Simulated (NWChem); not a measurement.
# SF3 cation; SMILES F[S+](F)F

```xyz
4

F      0.3041    -1.3136    -0.2764
S      0.0000     0.0000     0.4492
F      0.9856     0.9201    -0.2764
F     -1.2896     0.3935    -0.2764
```
Atoms are numbered in this order, from 1.

Structure relaxed at the PBE0/def2-SVP level.

Q: List the 6 lowest vertical singlet excitations and the 6 lowest triplet ones from LDA (Slater exchange, VWN5)/def2-SVP, full TDDFT (NWChem).

A: 
```
state  energy (eV)  oscillator strength  leading excitation (squared amplitude)
-----  -----------  -------------------  --------------------------------------
S1            8.14                0.031                      HOMO → LUMO (0.73)
S2            8.14                0.031                    HOMO → LUMO+1 (0.73)
S3            8.79                0.034                  HOMO−1 → LUMO+1 (0.62)
S4            8.79                0.034                    HOMO−1 → LUMO (0.62)
S5            8.81                0.000                  HOMO−3 → LUMO+1 (0.44)
S6            8.93                0.004                  HOMO−2 → LUMO+1 (0.25)
T1            6.59       spin-forbidden                      HOMO → LUMO (0.68)
T2            6.59       spin-forbidden                    HOMO → LUMO+1 (0.68)
T3            8.06       spin-forbidden                    HOMO−1 → LUMO (0.95)
T4            8.06       spin-forbidden                  HOMO−1 → LUMO+1 (0.95)
T5            8.47       spin-forbidden                  HOMO−2 → LUMO+1 (0.44)
T6            8.56       spin-forbidden                    HOMO−2 → LUMO (0.46)
```
